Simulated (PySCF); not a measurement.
Gas-phase reaction: 6 GeH₃F ⇌ 2 Ge₃H₈ + 3 F₂ + 2 H

Computed with PySCF and rigid-rotor harmonic-oscillator thermochemistry at 1 bar. † marks an energy on the PBE0/def2-TZVP geometry and frequencies. MP2 freezes the core. Open shells (unrestricted): H (multiplicity 2); the rest are closed-shell singlets. Ge: all electrons, no relativistic terms. MP2 isn't extrapolated to the basis-set limit; its ΔH°(298 K) is 2254.1 kJ in def2-SVP and 2296.2 kJ in def2-TZVPP. The harmonic model lacks anharmonicity and excited electronic states, which grow with temperature; levels with a mode under 35 cm⁻¹ are left out. Internal rotation in Ge₃H₈ is treated as a harmonic vibration of one conformer, which makes the entropy rough.

```tsv
level	ΔE electronic, kJ	ΔH°(298 K), kJ	ΔS°(298 K), J/K	ΔG°(1600 K), kJ
HF/def2-TZVP†	2422	2387	96	2159
M06-2X/def2-TZVP†	2413	2378	96	2150
MP2/def2-SVP†	2289	2254	96	2026
PBE/def2-TZVP†	2123	2089	96	1860
PBE0/def2-QZVP†	2231	2197	96	1968
r2SCAN/def2-TZVP†	2231	2197	96	1968
ωB97M-V/def2-TZVP†	2264	2229	96	2001
ωB97X-V/def2-TZVP†	2267	2232	96	2004
```
ΔH° is lowest at PBE/def2-TZVP† and highest at HF/def2-TZVP†. No reference value is set beside these.
